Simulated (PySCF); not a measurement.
Species: `CC(=O)C[P@@H](=S)CC(C)C`. The columns A, B, C and D hold Mulliken, IAO, Hirshfeld and ESP-fitted charges (e) of one PBE0/pcSseg-1 density (PySCF), in a shuffled order. Coordinates in Å (PBE0-D3(BJ)/def2-SVP); the density's dipole moment is (-0.52, 2.24, 1.47) D.

```
atom       x       y       z       A       B       C       D
  C1   3.640  -0.868  -0.195  -0.124  -0.532  -0.472  -0.259
  C2   2.698  -0.148   0.722  +0.171  +0.716  +0.394  +0.144
  O3   2.465  -0.502   1.854  -0.232  -0.510  -0.419  -0.354
  C4   1.968   1.047   0.136  -0.118  -0.585  -0.533  -0.423
  P5   0.388   0.536  -0.674  +0.335  +0.127  +0.952  +0.367
  S6   0.618  -0.446  -2.344  -0.300  -0.348  -0.612  -0.384
  C7  -0.544  -0.293   0.669  -0.104  -0.508  -0.478  -0.381
  C8  -2.075  -0.307   0.562  -0.013  +0.463  -0.086  -0.359
  C9  -2.680   1.082   0.737  -0.117  -0.477  -0.411  -0.236
 C10  -2.583  -0.987  -0.705  -0.121  -0.442  -0.413  -0.225
 H11   3.086  -1.157  -1.106  +0.039  +0.165  +0.176  +0.169
 H12   4.057  -1.750   0.306  +0.053  +0.157  +0.164  +0.142
 H13   4.450  -0.195  -0.517  +0.057  +0.145  +0.161  +0.139
 H14   1.720   1.751   0.944  +0.055  +0.218  +0.172  +0.177
 H15   2.551   1.555  -0.647  +0.055  +0.210  +0.170  +0.180
 H16  -0.242   1.806  -0.800  +0.005  +0.124  -0.051  +0.090
 H17  -0.223   0.178   1.613  +0.046  +0.194  +0.158  +0.169
 H18  -0.144  -1.319   0.683  +0.048  +0.217  +0.166  +0.181
 H19  -2.407  -0.916   1.422  +0.042  -0.026  +0.138  +0.136
 H20  -3.777   1.023   0.788  +0.045  +0.120  +0.143  +0.126
 H21  -2.325   1.566   1.660  +0.039  +0.115  +0.134  +0.116
 H22  -2.434   1.744  -0.110  +0.033  +0.120  +0.127  +0.111
 H23  -2.315  -0.416  -1.607  +0.026  +0.117  +0.140  +0.132
 H24  -2.151  -1.992  -0.826  +0.039  +0.108  +0.143  +0.124
 H25  -3.679  -1.085  -0.675  +0.041  +0.112  +0.136  +0.117
```

**Question.** Which column most likely holds the ESP-fitted charges?

**Answer.** B. Σ q r misses the density's dipole by 0.12 D (B), 0.56 D (A), 0.88 D (C), 2.16 D (D). Charges fitted to the outside potential are the only set here that is tied to the molecule's multipoles.

**Question.** And the Hirshfeld charges?

**Answer.** A. The mean sizes are 0.090 e (A), 0.210 e (D), 0.274 e (B), 0.278 e (C), and Hirshfeld charges are commonly the smallest of these schemes.

As computed, A = Hirshfeld, B = ESP-fitted, C = IAO, D = Mulliken. Hydrogens on carbon: Hirshfeld +0.03 to +0.06, ESP-fitted -0.03 to +0.22, IAO +0.13 to +0.18, Mulliken +0.11 to +0.18 e.

The Mulliken scheme counts on each atom the diagonal of the density matrix times the overlap matrix over that atom's basis functions. The IAO scheme projects the occupied orbitals on a minimal set of polarised atomic orbitals and counts the electrons in each atom's part of it.

Geometry: PBE0-D3(BJ)/def2-SVP, one conformer, isolated molecule.

These values come from a run that also computed NMR shieldings. Hardware: an Arm Neoverse V2 with one thread, no GPU, shared host with 96 logical CPUs at a one-minute load of 75. Cost: 81 s of wall time, 1.3 GiB resident at most.

Shape of the structure used: `[CH3:1][C:2](=[O:3])[CH2:4][P@@H:5](=[S:6])[CH2:7][CH:8]([CH3:9])[CH3:10]`: C1–C2–C4–P5 88°, C2–C4–P5–S6 -71°, C4–P5–C7–C8 154°, P5–C7–C8–C9 -69°.
